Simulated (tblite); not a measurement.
Compound: C7H8Cl2Ge.
Bonds: C1–C2 (double), C2–C3, C3–C4 (double), C4–C5, C5–Cl6, C5–Cl7, C4–C8, C8–C9 (double), C8–Ge10, C2–Ge10. Hydrogens: H11, H12 on C1; H13 on C3; H14 on C5; H15, H16 on C9; H17, H18 on Ge10.

Computed with GFN2-xTB (tblite), gas phase: L-BFGS steps from a force-field or distance-geometry start until the largest atomic force falls under 0.01 eV/Å.

Step 12: E = -816.3461 eV
```
atom  x, y, z in Å  |  force x, y, z in eV/Å
C1      1.6486   -0.1940   -2.5927   -0.003  -0.031  -0.052
C2      0.9865   -0.0063   -1.4501    0.029   0.071   0.045
C3      0.0234   -0.9193   -0.8654    0.077   0.097  -0.014
C4     -0.5712   -0.5961    0.3085    0.056   0.085  -0.094
C5     -1.5640   -1.5188    0.9163    0.010  -0.024   0.113
Cl6    -3.1637   -0.7387    1.0742    0.015  -0.009  -0.021
Cl7    -1.0199   -2.0689    2.5339   -0.015   0.008  -0.066
C8     -0.2153    0.6732    0.9379    0.112   0.111  -0.016
C9     -0.6715    1.1837    2.0816   -0.001  -0.036  -0.058
Ge10    1.1142    1.5304   -0.2339   -0.089  -0.093   0.000
H11     2.3486    0.5488   -2.9483   -0.063  -0.072   0.035
H12     1.5331   -1.0661   -3.2218   -0.075  -0.022   0.100
H13    -0.2020   -1.8449   -1.3798   -0.003   0.027   0.031
H14    -1.7068   -2.4182    0.3140   -0.027  -0.004   0.015
H15    -0.3052    2.1418    2.4156   -0.005  -0.001   0.007
H16    -1.3977    0.7210    2.7275   -0.048  -0.136  -0.045
H17     2.4661    1.7379    0.3801    0.032   0.011   0.020
H18     0.6883    2.8406   -0.8291   -0.002   0.018   0.001
```

Step 13: E = -816.3499 eV
```
atom  x, y, z in Å  |  force x, y, z in eV/Å
C1      1.6461   -0.1964   -2.5939    0.012  -0.041  -0.044
C2      0.9893   -0.0049   -1.4485    0.019   0.076  -0.020
C3      0.0221   -0.9160   -0.8683    0.125   0.085   0.041
C4     -0.5657   -0.5938    0.3086   -0.013   0.098  -0.115
C5     -1.5621   -1.5156    0.9126    0.043  -0.057   0.146
Cl6    -3.1581   -0.7381    1.0731   -0.046   0.029  -0.027
Cl7    -1.0187   -2.0658    2.5302    0.003  -0.008  -0.028
C8     -0.2128    0.6781    0.9374    0.111   0.035  -0.043
C9     -0.6732    1.1806    2.0817   -0.038   0.002   0.023
Ge10    1.1164    1.5346   -0.2335   -0.073  -0.081  -0.016
H11     2.3493    0.5395   -2.9576   -0.068  -0.062   0.053
H12     1.5261   -1.0727   -3.2164   -0.079  -0.015   0.095
H13    -0.2038   -1.8458   -1.3758    0.009   0.059   0.010
H14    -1.7081   -2.4187    0.3160   -0.001   0.024  -0.011
H15    -0.3148    2.1384    2.4269    0.002  -0.013  -0.022
H16    -1.4011    0.7110    2.7224   -0.025  -0.127  -0.062
H17     2.4686    1.7446    0.3810    0.022   0.003   0.016
H18     0.6918    2.8474   -0.8275   -0.002  -0.005   0.003
```

Step 14: E = -816.3535 eV
```
atom  x, y, z in Å  |  force x, y, z in eV/Å
C1      1.6435   -0.1992   -2.5951    0.020  -0.048  -0.025
C2      0.9927   -0.0020   -1.4476   -0.004   0.063  -0.063
C3      0.0228   -0.9116   -0.8705    0.142   0.035   0.056
C4     -0.5607   -0.5898    0.3073   -0.090   0.076  -0.069
C5     -1.5592   -1.5131    0.9109    0.070  -0.049   0.115
Cl6    -3.1535   -0.7371    1.0714   -0.089   0.058  -0.029
Cl7    -1.0174   -2.0631    2.5260    0.027  -0.024   0.024
C8     -0.2082    0.6831    0.9356    0.011   0.010   0.087
C9     -0.6756    1.1779    2.0826   -0.002  -0.032  -0.059
Ge10    1.1178    1.5379   -0.2334   -0.010  -0.023  -0.032
H11     2.3489    0.5294   -2.9658   -0.045  -0.032   0.046
H12     1.5173   -1.0798   -3.2091   -0.080  -0.026   0.071
H13    -0.2053   -1.8454   -1.3715    0.030   0.099  -0.008
H14    -1.7095   -2.4188    0.3180    0.029   0.055  -0.029
H15    -0.3243    2.1345    2.4377    0.008  -0.011  -0.032
H16    -1.4044    0.6985    2.7154   -0.012  -0.112  -0.064
H17     2.4715    1.7509    0.3824   -0.005  -0.008   0.004
H18     0.6949    2.8539   -0.8260   -0.001  -0.031   0.008
```

Step 15: E = -816.3570 eV
```
atom  x, y, z in Å  |  force x, y, z in eV/Å
C1      1.6414   -0.2025   -2.5964    0.007  -0.038   0.021
C2      0.9957    0.0020   -1.4475   -0.014   0.037  -0.092
C3      0.0260   -0.9070   -0.8718    0.094   0.001   0.096
C4     -0.5578   -0.5847    0.3050   -0.112   0.040  -0.005
C5     -1.5551   -1.5116    0.9114    0.063  -0.008   0.041
Cl6    -3.1509   -0.7353    1.0694   -0.097   0.063  -0.026
Cl7    -1.0157   -2.0611    2.5225    0.050  -0.036   0.072
C8     -0.2038    0.6882    0.9358   -0.018  -0.091   0.003
C9     -0.6775    1.1746    2.0816   -0.049   0.017   0.067
Ge10    1.1192    1.5407   -0.2339    0.051   0.042  -0.025
H11     2.3476    0.5196   -2.9724   -0.005   0.005   0.016
H12     1.5075   -1.0870   -3.2006   -0.074  -0.052   0.031
H13    -0.2060   -1.8429   -1.3675    0.054   0.116  -0.030
H14    -1.7103   -2.4179    0.3194    0.056   0.079  -0.036
H15    -0.3328    2.1308    2.4468    0.001  -0.039  -0.045
H16    -1.4077    0.6846    2.7074    0.024  -0.070  -0.086
H17     2.4740    1.7564    0.3837   -0.031  -0.018  -0.011
H18     0.6974    2.8592   -0.8246   -0.001  -0.048   0.009
```

Task: Estimate the geometry and energy of step 16. (The exact step hangs on the optimiser's Hessian estimate; all steps are aligned on step 15, rigid shifts and turns removed.)

Result: E = -816.3604 eV, largest force 0.143 eV/Å
```
atom  x, y, z in Å  |  force x, y, z in eV/Å
C1      1.6398   -0.2065   -2.5977   -0.001  -0.027   0.039
C2      0.9981    0.0066   -1.4490   -0.031   0.012  -0.060
C3      0.0309   -0.9024   -0.8708    0.032  -0.033   0.072
C4     -0.5570   -0.5790    0.3024   -0.097  -0.010   0.079
C5     -1.5504   -1.5104    0.9131    0.015   0.047  -0.032
Cl6    -3.1503   -0.7324    1.0669   -0.065   0.044  -0.019
Cl7    -1.0131   -2.0600    2.5207    0.060  -0.038   0.095
C8     -0.1997    0.6912    0.9356   -0.094  -0.066   0.072
C9     -0.6805    1.1719    2.0825    0.000  -0.024  -0.020
Ge10    1.1208    1.5434   -0.2348    0.087   0.082  -0.010
H11     2.3463    0.5106   -2.9780    0.031   0.029  -0.019
H12     1.4970   -1.0946   -3.1925   -0.059  -0.069  -0.002
H13    -0.2056   -1.8383   -1.3646    0.074   0.113  -0.046
H14    -1.7098   -2.4154    0.3199    0.075   0.087  -0.036
H15    -0.3404    2.1267    2.4542    0.001  -0.032  -0.033
H16    -1.4105    0.6705    2.6987    0.021  -0.042  -0.066
H17     2.4758    1.7611    0.3847   -0.043  -0.025  -0.019
H18     0.6999    2.8632   -0.8230   -0.005  -0.048   0.005
```

The energy changes by -0.0034 eV. The first-order estimate −F·Δx gives -0.0048 eV and the mean of the old and new forces, exact on a quadratic surface, -0.0034 eV. The step makes an angle of 68° with the force vector and moves no atom by more than 0.017 Å.

The cost below is that of the whole relaxation. Hardware: an Intel Xeon 6975P-C with one thread, shared host with 192 logical CPUs at a one-minute load of 77. Cost: 0.41 s of wall time.
